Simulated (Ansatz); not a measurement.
Consider the redistribution: `C[CH2][AlH][OH]` + `BN(B)C` → `[BH2][AlH][OH]` + `BN(C)CC`.

Program: Ansatz. Geometries: PBE0-D4/def2-TZVP. ΔE: electronic, gas phase. CCSD(T)/CBS is the MP2 limit (def2-TZVPP, def2-QZVPP) plus CCSD(T) − MP2 in def2-TZVPP, frozen cores. This one scheme is used for every species. DFT in def2-TZVPP. One conformer a species, not always the lowest.

| level | ΔE (kcal/mol) |
| --- | --- |
| PBE0 | 41.4 |
| MP2/def2-SVP | 43.0 |

(1) What does CCSD(T)/CBS give? (Estimate.)

Largest T1 diagnostic among the species: 0.012.

Results:

(1) Computed: +42.1 kcal/mol. The listed levels differ from it by -0.7, 0.9 kcal/mol.

Leaving LDA and LC-ωPBE aside and taking each functional with its dispersion term where it has one, the values, not all of them listed here, spread over 3.6 kcal/mol, from revPBE-D4 to ωB97M-V. At CCSD(T), def2-SVP lies −2.1 kcal/mol from the extrapolated value and def2-TZVPP −0.5 kcal/mol.
